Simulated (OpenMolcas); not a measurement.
Pt6+: moving or changing the point charges

Pt6+ among 2 point charges of -3 e arranged as a linear pair (D∞h), 2.24 Å from the ion.
```
   0.0000    0.0000    2.2400  -3.00
   0.0000    0.0000   -2.2400  -3.00
```

| Property | Result |
| --- | --- |
| Program | OpenMolcas 26.06 |
| Method | SS-CASPT2, IPEA 0.25 Eh, imaginary shift 0.1 Eh (closed shells correlated: 5s 5p) |
| Basis | ANO-RCC-VDZP [7s6p4d2f] |
| Scalar Hamiltonian | DKH2, point nucleus |
| Active space | 4 electrons in 5 orbitals (5d) |
| State averaging | 2S+1 = 5 even, 5 roots; 2S+1 = 3 even, 45 roots; 2S+1 = 1 even, 50 roots |
| Spin-orbit coupling | state interaction with AMFI integrals over the reference wave functions |

Runs around this geometry, states (labels by Λ). Energies in cm-1 above the lowest state or level, χT in cm3 K/mol.

```
R (Å)  q (e)  Ground state  First state of that spin  First gap with spin-orbit (degeneracies)  χT at 300 K  First state of another spin
 2.24   -2.4            5Σ                   5Π 5130                               5780 (1, 2)        0.046                     3Φ 20210
 2.11     -3            5Σ                   5Π 7250                               5020 (1, 2)        0.062                     3Φ 17370
 2.24     -3            5Σ                   5Π 6050                               5390 (1, 2)        0.053                     3Φ 18810
 2.45     -3            5Σ                   5Π 4580                               5880 (1, 2)        0.044                     3Φ 20250
```

Taking the first state of the same spin as R^-n, n = -ln(4580 / 7250) / ln(2.45 / 2.11) = 3.1 between the shortest and longest distance.

Scaling the charges by -2.4 / -3 = 0.80 scales the first state of the same spin by 5130 / 6050 = 0.85; with fixed orbitals a first-order splitting would follow the charge.

Roots that are degenerate in the reference are averaged as groups; the widest CASPT2 spread within a group is 42 cm-1 (the 2-fold group of multiplicity 1 near 78600 cm-1 above the lowest state of its run, R = 2.11, q = -3). Shifts and gaps below about the spread of the groups concerned are not significant. Point charges give a weaker field than real ligands, and real ions of this kind are as a rule low spin; the high spin found here belongs to the model. Free-ion shares, where given, are those of the reference states; single-state CASPT2 does not remix them. Spin-orbit coupling mixes the spin-free states strongly: the lowest level takes only 27 % from its leading state, 5Σ (figures for R = 2.24, q = -2.4; the like holds for R = 2.11, q = -3, R = 2.24, q = -3, R = 2.45, q = -3). Point charges carry no covalency, so the field is a model and not that of real ligands. No measured value stands beside these numbers.
